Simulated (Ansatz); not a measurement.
[TaOF4]- (TaOF4⁻). Total charge -1; triplet. Geometry r2SCAN-D4/def2-SVPD, that of the charge -1 singlet; atoms count from 1.

```xyz
6

Ta   -0.058   -0.014    0.004
O    -1.752   -0.429    0.113
F     0.204    1.464    1.244
F     0.066    1.330   -1.400
F     0.702   -1.242   -1.302
F     0.839   -1.108    1.342
```

In the def2 sets Ta takes a core potential; there is no spin–orbit coupling. The highest occupied level of the charge -1 triplet lies above zero (up to 1.64 eV). By energy differences its removal costs 0.72 eV (vertical, to the charge 0 doublet, at PBE0-D4/def2-TZVPD), and other spins of that charge weren't run; a positive level beside a positive removal energy at the same level points to self-interaction error. At PBE0-D4/def2-TZVPD a singlet of charge -1 lies 5.93 eV below the triplet at the same geometry.

(1) Estimate the Mulliken populations from the PBE0/def2-TZVPD orbitals of Ansatz.

(2) Where does the spin sit?

(3) And the Mayer bond orders between bonded heavy atoms (over 0.3)?

## Answers

(1) 
```csv
atom,charge (e),spin (α − β),d electrons
Ta1,1.75,1.00,2.55
O2,-0.44,0.91,–
F3,-0.58,0.02,–
F4,-0.58,0.02,–
F5,-0.58,0.02,–
F6,-0.58,0.02,–
```
Mulliken values and Mayer orders depend strongly on the basis. With diffuse functions, as here, like atoms can get unlike values, and bond orders can come out too low or too high.

(2) Summed by element: Ta 1.00, O 0.91, F 0.09, of 2 unpaired in all. Largest on single atoms: Ta1 1.00, O2 0.91, F6 0.02.

(3) Ta1–O2 1.03 (1.75 Å); Ta1–F3 0.64 (1.95 Å); Ta1–F4 0.64 (1.95 Å); Ta1–F5 0.64 (1.95 Å); Ta1–F6 0.64 (1.95 Å).
